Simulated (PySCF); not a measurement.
4-fluoroanisole (SMILES COc1ccc(F)cc1)

Geometry:
```tsv
atom	x (Å)	y (Å)	z (Å)
C1	2.983	0.359	0.232
O2	1.992	-0.444	-0.340
C3	0.697	-0.151	-0.093
C4	-0.253	-0.992	-0.690
C5	-1.609	-0.774	-0.496
C6	-2.022	0.292	0.300
F7	-3.327	0.503	0.488
C8	-1.099	1.134	0.899
C9	0.266	0.915	0.704
H10	2.942	0.341	1.336
H11	2.910	1.408	-0.106
H12	3.948	-0.050	-0.092
H13	0.103	-1.818	-1.308
H14	-2.359	-1.420	-0.955
H15	-1.452	1.961	1.517
H16	0.982	1.585	1.181
```

Method used: quadratic response CAM-B3LYP/aug-cc-pVDZ first hyperpolarisability, Taylor convention, gas phase (PySCF 2.14.0). Geometry: PBE0-D3(BJ)/def2-SVP.

Task: Give the tensor of the second harmonic β(−2ω;ω,ω) at 1907 nm in the axes of these coordinates.

Result: In au, Taylor convention; rows are the first index (the induced dipole):
```csv
,xx,yy,zz,xy,xz,yz
x,+8.4,-13.5,-19.0,-19.7,-16.1,+8.5
y,-19.9,-34.7,-1.3,-12.6,+9.2,+16.3
z,-16.2,+16.4,-41.3,+9.2,-18.6,-1.3
```
Norm of βᵢ = ⅓ Σⱼ (βᵢⱼⱼ + βⱼᵢⱼ + βⱼⱼᵢ): 73.1 au, hyper-Rayleigh value 33.9 au.
